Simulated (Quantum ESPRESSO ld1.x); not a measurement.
The numbers below are computed, except where a source is named.
Question: The mean radii <r> (bohr) of the occupied orbitals of an atom or ion are listed with their occupations. Code: ld1.x of Quantum ESPRESSO 7.5. Model: Dirac Kohn-Sham, PBEsol, spin-unpolarised, spherical densities, point nucleus.

| orbital | occ. | <r> |
|---|---|---|
| 1s1/2 | 2 | 0.02275 |
| 2s1/2 | 2 | 0.09653 |
| 2p1/2 | 2 | 0.08076 |
| 2p3/2 | 4 | 0.08739 |
| 3s1/2 | 2 | 0.2547 |
| 3p1/2 | 2 | 0.2443 |
| 3p3/2 | 4 | 0.2571 |
| 3d3/2 | 4 | 0.2288 |
| 3d5/2 | 6 | 0.2327 |
| 4s1/2 | 2 | 0.5758 |
| 4p1/2 | 2 | 0.5886 |
| 4p3/2 | 4 | 0.6166 |
| 4d3/2 | 4 | 0.6527 |
| 4d5/2 | 6 | 0.6623 |
| 5s1/2 | 2 | 1.317 |
| 5p1/2 | 2 | 1.438 |
| 5p3/2 | 4 | 1.507 |
| 4f5/2 | 1.28571 | 0.8031 |
| 4f7/2 | 1.71429 | 0.8095 |
| 6s1/2 | 2 | 2.938 |

Name the element and its charge. Open shells, if any, are shared by 2j + 1.

Answer: Z = 62, samarium, charge +3: Sm3+ in [Xe] 4f3 6s2. The 1s radius gives Z: for a bare nucleus <r> = (2 gamma + 1)/(2Z) with gamma = sqrt(1 - (Z/c)^2), 0.02245 bohr for Z = 62, and screening makes it slightly larger (0.02275 here). The occupations add up to 59, and the charge is Z minus that.
